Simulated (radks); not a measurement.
Results of a calculation; reference values are marked as such.
The caesium anion Cs-, [Xe] 6s2, held by a Watson sphere: a shell of charge +1 at radius R that stands for the Madelung well of a crystal (potential energy -1/R inside, -1/r outside, in hartree with lengths in bohr). Code: a radial shooting solver on a logarithmic mesh with Libxc functionals. Model: scalar-relativistic Kohn-Sham, LDA (Slater exchange, VWN5 correlation), spin-polarised, spherical densities, finite nucleus; Fermi nuclear charge, rms radius of each element as measured or else 0.836 A^(1/3) + 0.57 fm. Response by self-consistent Sternheimer equations with the Hartree and adiabatic LDA kernel, the relativistic mass of each level held fixed and spin-orbit coupling left out. The sphere does not respond.

R (bohr)  e(5s) (eV)  e(5p) (eV)  e(6s) (eV)  <r> 6s (bohr)  sum of <r^2> (bohr^2)  X-ray form factor at sin(theta)/lambda = 0.1 1/angstrom  alpha (bohr^3)
3.1          -28.793     -15.573      -3.258          4.884                  105.5                                                   50.788           260.9
3.39         -28.317     -15.110      -3.234          4.930                  106.7                                                   50.761           268.4
3.88         -27.691     -14.483      -3.166          5.041                  109.3                                                   50.721           289.5
4.38         -27.229     -14.010      -3.068          5.181                  112.5                                                   50.685           320.5
4.84         -26.916     -13.686      -2.962          5.323                  115.8                                                   50.657           355.9
5.55         -26.573     -13.328      -2.786          5.546                  121.2                                                   50.624           420.9
6.16         -26.364     -13.111      -2.632          5.732                  126.0                                                   50.605           484.7
6.18         -26.358     -13.105      -2.627          5.737                  126.2                                                   50.605           486.9
6.55         -26.257     -12.999      -2.536          5.845                  129.0                                                   50.597           528.6
